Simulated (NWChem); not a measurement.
System: CH$_{4}$ClNSi$_{2}$; SMILES [Si@@H]1(Cl)[SiH2]C=N1

Program: NWChem. Each level has its own optimisation; frequencies are unscaled. Brackets give each atom's bonded neighbours. One conformer.

```tsv
level	r Cl–Si (Å)	r N–Si (Å)	r Si–Si (Å)	r H–Si [H(Si)–Si(ClHNSi)] (Å)	highest harmonic frequency (cm⁻¹)	lowest (cm⁻¹)	zero-point energy (kcal/mol)	dipole (D)
Hartree-Fock/3-21G	2.181	1.823	2.402	1.471	3300	110	31.8	4.78
B3LYP/3-21G	2.188	1.856	2.407	1.490	3106	95	29.4	4.01
PBE0/def2-SVP	2.066	1.796	2.339	1.489	3055	97	30.3	2.51
```
